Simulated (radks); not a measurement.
Results of a calculation; reference values are marked as such.
All-electron atom: Re3+ in [Xe] 4f14 5d4.

Level of theory: scalar-relativistic Kohn-Sham, PBEsol, spin-unpolarised, spherical densities, finite nucleus; Fermi nuclear charge, rms radius 5.3698 fm (a radial shooting solver on a logarithmic mesh with Libxc functionals).

Energy parts (hartree):
part                       energy
total                 -16682.6517
kinetic                18426.9615
electron-nucleus      -41215.9558
Hartree                 6430.9959
exchange-correlation    -324.6533

Orbitals (lengths in bohr, moments of r in powers of bohr):
orbital	occ.	eigenvalue (hartree)	<r^2>	<r^4>
1s	2	-2632.737	0.0004483	5.464e-07
2s	2	-457.4235	0.006880	0.00008176
2p	6	-399.4874	0.005709	0.00006456
3s	2	-106.7424	0.04460	0.002996
3p	6	-89.65092	0.04542	0.003234
3d	10	-70.23437	0.03765	0.002495
4s	2	-23.13456	0.2193	0.06970
4p	6	-17.52559	0.2498	0.09294
4d	10	-10.48007	0.2896	0.1350
4f	14	-2.65758	0.4174	0.3941
5s	2	-4.22735	1.197	2.094
5p	6	-2.81404	1.617	3.956
5d	4	-1.21600	3.243	17.63
6s	0	-1.07788	7.087	72.04
6p	0	-0.78296	10.45	157.0

The highest occupied level is 5d at -33.089 eV. The electron density at the nucleus is 1.647e+06 e/bohr^3 (large components only). The density falls to 0.001 e/bohr^3 at r = 3.42 bohr. For comparison, the ionisation energy in NIST's Atomic Spectra Database is 39 eV (theoretical). In exact Kohn-Sham theory the highest level is minus the ionisation energy, but local and semilocal functionals leave it too shallow, through self-interaction and a potential that decays too fast; potentials with the right tail come closer.

Beside tabulated values, note that spin-unpolarised runs miss the spin-polarisation part of the exchange energy of open shells.
